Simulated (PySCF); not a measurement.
Zr(F)3(OH) (F3HOZr), SMILES [OH][Zr]([F])([F])[F], multiplicity 1.

Geometry: B3LYP-D3(BJ)/def2-SVP. The spin state was assumed, not searched. The structure was generated by enumeration; whether it is a known compound was not checked. The def2 effective core potentials stand for the cores of Zr; spin–orbit coupling is left out. One conformer was computed; it need not be the lowest.

Calculation: TDA-PBE/def2-SVPD run with PySCF.

Vertical excitations; the highest root listed may be one member of a degenerate set. Gas-phase values at a fixed geometry. State labels are in the subgroup Cs.

**Question.** Estimate the UV-visible absorptions. (An estimate is asked for; the answer gives what the named calculation found.)

**Answer.** 
```csv
state,symmetry,energy (eV),λ (nm),f,main pairs
S1,A",6.80,182,0.000,"HOMO→LUMO 50 %, HOMO−1→LUMO+1 50 %"
S2,A',6.89,180,0.002,"HOMO−1→LUMO, HOMO→LUMO+1 (degenerate set)"
S3,A",6.89,180,0.002,"HOMO−1→LUMO+1, HOMO→LUMO (degenerate set)"
S4,A',7.28,170,0.043,"HOMO→LUMO+1 35 %, HOMO−1→LUMO 35 %, HOMO→LUMO+4 14 %, HOMO−1→LUMO+5 14 %"
S5,A',7.42,167,0.027,HOMO−1→LUMO+2 (degenerate set)
S6,A",7.42,167,0.027,HOMO→LUMO+2 (degenerate set)
S7,A',7.63,162,0.003,HOMO−1→LUMO+3 (degenerate set)
S8,A",7.63,162,0.003,HOMO→LUMO+3 (degenerate set)
S9,A",7.96,156,0.000,"HOMO−2→LUMO, HOMO−3→LUMO+1, HOMO−4→LUMO (degenerate set)"
S10,A',7.96,156,0.000,"HOMO−2→LUMO+1, HOMO−4→LUMO+1, HOMO−3→LUMO (degenerate set)"
T1,A',6.48,191,0,"HOMO−1→LUMO 48 %, HOMO→LUMO+1 48 %"
T2,A',6.61,188,0,"HOMO→LUMO+1, HOMO−1→LUMO (degenerate set)"
T3,A",6.61,188,0,"HOMO→LUMO, HOMO−1→LUMO+1 (degenerate set)"
T4,A",6.77,183,0,"HOMO−1→LUMO+1 50 %, HOMO→LUMO 50 %"
```
Triplets are in the Tamm–Dancoff approximation.
